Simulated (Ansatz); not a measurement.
F₂H₅NSi₂ (`F[SiH2]N[SiH2]F`) at its PBE0-D4/def2-TZVP geometry, where that method's forces vanish. Charge 0, multiplicity 1.

```xyz
10

F    -2.2446    0.6893   -1.0824
Si   -1.0990   -0.4226   -1.0062
N     0.3888    0.2165   -0.4452
Si    1.0019    0.2480    1.1548
F     0.6609    1.6167    1.9064
H    -1.5460   -1.4500   -0.0429
H    -0.9299   -0.9309   -2.3850
H     0.9350    0.7197   -1.1323
H     2.4778    0.1568    1.1203
H     0.3549   -0.8434    1.9124
```

Question: What forces (eV/Å) does r2SCAN-D4/def2-TZVPP give on these atoms in the Gaussian-basis code of Ansatz? (An estimate is asked.)

Answer: Ansatz gave: 
```
F1  -0.031  0.033 -0.001
Si2 -0.014 -0.068 -0.031
N3  -0.010 -0.012  0.013
Si4  0.049 -0.048  0.034
F5  -0.011  0.040  0.019
H6   0.014  0.018 -0.025
H7  -0.005  0.004  0.030
H8   0.020  0.017 -0.025
H9  -0.030 -0.004  0.004
H10  0.019  0.020 -0.020
```
